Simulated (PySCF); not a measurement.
Compound: C4H14AlNO.
Atom-mapped SMILES: `[CH3:1][N:2]([CH3:3])[AlH2-:4][O+:5]([CH3:6])[CH3:7]` (hydrogens: H8, H9, H10 on C1; H11, H12, H13 on C3; H14, H15 on Al4; H16, H17, H18 on C6; H19, H20, H21 on C7)

Level: CAM-B3LYP/def2-SVPD in PySCF, non-relativistic, on one gas-phase PBE0-D3(BJ)/def2-SVP geometry that isn't relaxed in the solvent. The solvent is an IEF-PCM continuum (Bondi radii, 1.10 Å for H, scaled by 1.2). The model holds no explicit solvent molecules, cavitation or dispersion.

Gas phase at CAM-B3LYP/def2-SVPD: HOMO -6.95 eV, LUMO 0.83 eV, dipole 4.71 D.

Question: What does the continuum do to the energy, the frontier levels and the dipole at CAM-B3LYP/def2-SVPD in methanol?

Answer: 
| solvent | ε | E(solvent) − E(gas) (kcal/mol) | polarisation term (kcal/mol) | distortion of the solute (kcal/mol) | HOMO (eV) | LUMO (eV) | dipole (D) |
| --- | --- | --- | --- | --- | --- | --- | --- |
| methanol | 32.61 | -6.75 | -8.02 | 1.27 | -7.07 | 1.07 | 5.92 |

Polarisation term: ½ Σ q·V over the induced surface charges. Distortion: the rise of the solute's own energy as its density leaves the gas-phase optimum. The atom shares or the degeneracy of the LUMO differ from the gas phase in methanol, so that column needn't follow one orbital.

Question: Which radius a makes the point-dipole formula ΔE = −[(ε − 1)/(2ε + 1)]·μ²/a³ give the value in methanol, with the gas-phase dipole?

Answer: μ = 1.853 au and |ΔE| = 0.01076 Eh give a = 2.83 Å; the farthest nucleus lies 3.51 Å from the centroid of the nuclei, so such a sphere wouldn't even hold the nuclei. The formula assumes a rigid point dipole at the centre of a sphere.

Question: How does the static polarisability (CAM-B3LYP/def2-SVPD, frozen core, with the continuum's full static response) change?

Answer: 
```
  medium  isotropic (au)  principal values (au)  ⟨r²⟩ of the electrons (bohr²)
     gas            94.9      88.9, 91.0, 104.7                         1248.6
methanol           126.8    120.8, 125.4, 134.2                         1248.1
```

The isotropic value in methanol is 1.34 times the gas-phase one; no cavity-field correction is applied. ⟨r²⟩ is taken about the centre of nuclear charge.

The values belong to the conformer `[CH3:1][N:2]([CH3:3])[AlH2-:4][O+:5]([CH3:6])[CH3:7]`: C1–N2–Al4–O5 83°, N2–Al4–O5–C6 32°.
